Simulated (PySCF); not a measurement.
A GIAO shielding run with PySCF 2.14 (density fitting, non-relativistic, gas phase) on SMILES C#CC[SiH2][SiH2]OC, C4H10OSi2:

```
{"job": {"kind": "nmr", "xc": "PBE0", "basis": "pcSseg-1"}, "charge": 0, "multiplicity": 1}
C      2.670002    -1.993956    -0.598621
C      2.241780    -0.929422    -0.941592
C      1.719671     0.354660    -1.331077
Si     1.006359     1.306949     0.178665
Si    -0.624930     0.109153     1.261090
O     -1.755340     0.026180     0.093282
C     -3.009902    -0.575890     0.149629
H      3.053317    -2.929699    -0.321026
H      0.934961     0.202734    -2.076087
H      2.516747     0.931466    -1.805560
H      2.131127     1.557832     1.093148
H      0.619957     2.623416    -0.359621
H     -1.195766     0.748942     2.460545
H     -0.273406    -1.246458     1.714430
H     -3.490844    -0.455635    -0.821896
H     -3.630377    -0.108620     0.918039
H     -2.920354    -1.640634     0.376741
```

Hardware: 1 thread of an Arm Neoverse N1, shared host. The job also computes population analyses, field gradients.

Q: How large is the calculation?

A: 70 electrons, 183 basis functions and 995 auxiliary functions.

Q: How long does it take?

A: 40 s of wall time, with 14 SCF cycles and 5 response iterations. Times on a shared host scatter by some tens of per cent.
